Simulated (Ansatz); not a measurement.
Reaction (atomization): `[F][AlH][SbH2]` → Al• + F• + 3 H• + Sb•

Computed with Ansatz on PBE0-D4/def2-TZVP structures; ΔE is electronic, products minus reactants. CBS: MP2 limit from def2 TZ/QZ plus the TZ coupled-cluster correction, frozen cores. This one scheme is used for every species, atoms too. Functionals use def2-TZVPP. Open shells (•) are unrestricted, without spin–orbit coupling. Spin–orbit coupling would lower the free atoms: a little for Al, F. def2 core potentials past Kr. For Sb outer-core shells are correlated without core-valence functions, so the limit isn't a true one: a few kJ/mol of doubt a bond, and 10 to 20 or more in all where bonds break to atoms.

(1) What is ΔE at CCSD(T)/CBS? (An estimate is asked.)

(2) What do these levels give: LDA (SPW92), revPBE-D4, BLYP-D4, r2SCANh-D4, revPBE, BLYP, BHLYP, MP2/def2-SVP, CCSD(T)/def2-SVP, HF/def2-QZVPP, MP2/def2-QZVPP, CCSD/CBS(def2)? (Best estimate.)

Largest T1 diagnostic among the species: 0.018.

## Answers

(1) Ansatz gave: +1624.9 kJ/mol.

(2) The calculation gave: LDA (SPW92) 1830.1, revPBE-D4 1564.4, BLYP-D4 1611.9, r2SCANh-D4 1589.8, revPBE 1537.6, BLYP 1588.8, BHLYP 1545.6, MP2/def2-SVP 1469.4, CCSD(T)/def2-SVP 1467.4, HF/def2-QZVPP 1131.4, MP2/def2-QZVPP 1600.1, CCSD/CBS(def2) 1600.1 kJ/mol.

In def2-TZVPP, CCSD(T) changes the Hartree–Fock value by +441.0 kJ/mol (the triples alone add +24.8 kJ/mol) and MP2 by +439.1 kJ/mol; breaking electron pairs costs correlation energy, which Hartree–Fock lacks. At CCSD(T), def2-SVP lies −157.5 kJ/mol from the extrapolated value and def2-TZVPP −58.7 kJ/mol: correlation converges slowly with the basis, and small sets miss more of it in the bonded molecule than in its fragments.

For atomizations the MP2-based limit and the directly extrapolated one differ by several kJ/mol either way, and by 10 to 25 for some Ge, Se and Sn compounds, so smaller differences from it don't rank the levels.
